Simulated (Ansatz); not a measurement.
Ansatz (a first-principles code) input (B3LYP-D3(BJ)/def2-TZVP):

Ansatz 0.2 input:
```yaml
crystal:
  periodic: [false, false, false]
  atoms:
    - {symbol: W, position_ang: [0.09768715, -0.08947022, 0.10273409]}
    - {symbol: O, position_ang: [0.65987391, 0.61631571, -1.35584027]}
    - {symbol: O, position_ang: [-1.56348005, 0.21128385, 0.40554995]}
basis:
  gaussian:
    orbitals: def2-TZVP
hamiltonian:
  xc: b3lyp
  dispersion: d3bj
magnetization: {spin_polarized: true, initial_magnetization: 2}
phonons: {temperatures: {t_min: 298.15, t_max: 298.15, t_step: 100}}
```

Output:

```
Functional definition: B3LYP
integrals: 0.03 GiB planned
695 factors; their error is unknown
mean field: 0.35 GiB planned
mean field evaluation 1: about -5904.8214 eV, gradient 7.0e1 eV
mean field evaluation 2: about -5604.1345 eV, gradient 2.4e2 eV
mean field evaluation 4: about -5921.9434 eV, gradient 8.9e0 eV
mean field evaluation 8: about -5922.3077 eV, gradient 6.9e-2 eV
mean field evaluation 16: about -5922.3220 eV, gradient 3.4e-4 eV
mean field -5922.32202163 eV, -217.6413200010 hartree, gradient 7.1e-6 eV, S^2 2.008780; 1 other end points of the search recorded, 0 dependent functions left out
the calculation of the forces begins
reference -5922.32222122 eV, -217.6413273358 hartree; 16, 14 occupied and 86, 88 virtual orbitals, 695 factors
these checks for a lower state are left out or cut short: stability, starts, cluster_reference, orbital_swaps, neighbouring_geometries, increment
integrals: 0.03 GiB planned
695 factors; their error is unknown
mean field: 0.35 GiB planned
mean field evaluation 32: about -5922.3219 eV, gradient 2.6e-5 eV
mean field -5922.32190528 eV, -217.6413157249 hartree, gradient 2.5e-6 eV, S^2 2.008807; 0 other end points of the search recorded, 0 dependent functions left out
the calculation of the forces begins
reference -5922.32210485 eV, -217.6413230591 hartree; 16, 14 occupied and 86, 88 virtual orbitals, 695 factors
these checks for a lower state are left out or cut short: stability, starts, cluster_reference, orbital_swaps, neighbouring_geometries, increment
integrals: 0.03 GiB planned
695 factors; their error is unknown
mean field: 0.35 GiB planned
mean field -5922.32190284 eV, -217.6413156355 hartree, gradient 2.7e-6 eV, S^2 2.008753; 0 other end points of the search recorded, 0 dependent functions left out
the calculation of the forces begins
reference -5922.32210245 eV, -217.6413229709 hartree; 16, 14 occupied and 86, 88 virtual orbitals, 695 factors
these checks for a lower state are left out or cut short: stability, starts, cluster_reference, orbital_swaps, neighbouring_geometries, increment
integrals: 0.03 GiB planned
695 factors; their error is unknown
mean field: 0.35 GiB planned
mean field -5922.32188375 eV, -217.6413149339 hartree, gradient 2.8e-6 eV, S^2 2.008830; 0 other end points of the search recorded, 0 dependent functions left out
the calculation of the forces begins
reference -5922.32208334 eV, -217.6413222686 hartree; 16, 14 occupied and 86, 88 virtual orbitals, 695 factors
these checks for a lower state are left out or cut short: stability, starts, cluster_reference, orbital_swaps, neighbouring_geometries, increment
integrals: 0.03 GiB planned
695 factors; their error is unknown
mean field: 0.35 GiB planned
mean field -5922.32186207 eV, -217.6413141372 hartree, gradient 2.6e-6 eV, S^2 2.008730; 0 other end points of the search recorded, 0 dependent functions left out
the calculation of the forces begins
reference -5922.32206167 eV, -217.6413214721 hartree; 16, 14 occupied and 86, 88 virtual orbitals, 695 factors
these checks for a lower state are left out or cut short: stability, starts, cluster_reference, orbital_swaps, neighbouring_geometries, increment
integrals: 0.03 GiB planned
695 factors; their error is unknown
mean field: 0.35 GiB planned
mean field evaluation 64: about -5922.3220 eV, gradient 1.7e-5 eV
mean field -5922.32201850 eV, -217.6413198857 hartree, gradient 2.7e-6 eV, S^2 2.008799; 0 other end points of the search recorded, 0 dependent functions left out
the calculation of the forces begins
reference -5922.32221810 eV, -217.6413272210 hartree; 16, 14 occupied and 86, 88 virtual orbitals, 695 factors
these checks for a lower state are left out or cut short: stability, starts, cluster_reference, orbital_swaps, neighbouring_geometries, increment
integrals: 0.03 GiB planned
695 factors; their error is unknown
mean field: 0.35 GiB planned
mean field -5922.32200110 eV, -217.6413192463 hartree, gradient 2.6e-6 eV, S^2 2.008760; 0 other end points of the search recorded, 0 dependent functions left out
the calculation of the forces begins
reference -5922.32220067 eV, -217.6413265806 hartree; 16, 14 occupied and 86, 88 virtual orbitals, 695 factors
Total energy: -5922.40640673 eV, -217.6444210962 hartree
Atom 0 at     0.097687    -0.089470     0.102734 Å, force     0.000087    -0.000080     0.000092 eV/Å
Atom 1 at     0.659874     0.616316    -1.355840 Å, force    -0.000007     0.000046    -0.000074 eV/Å
Atom 2 at    -1.563480     0.211284     0.405550 Å, force    -0.000080     0.000033    -0.000017 eV/Å
Dipole moment:     0.503372    -0.461031     0.529378 e Å
Vibrations: 313.39 950.49 1020.30 cm⁻¹, zero-point energy 0.141602 eV
```

This is an excited triplet: at this geometry the singlet lies 0.23 eV lower at RI-MP2/CBS(def2-TZVPPD,def2-QZVPPD)+[CCSD(T)-MP2]/def2-TZVPPD.
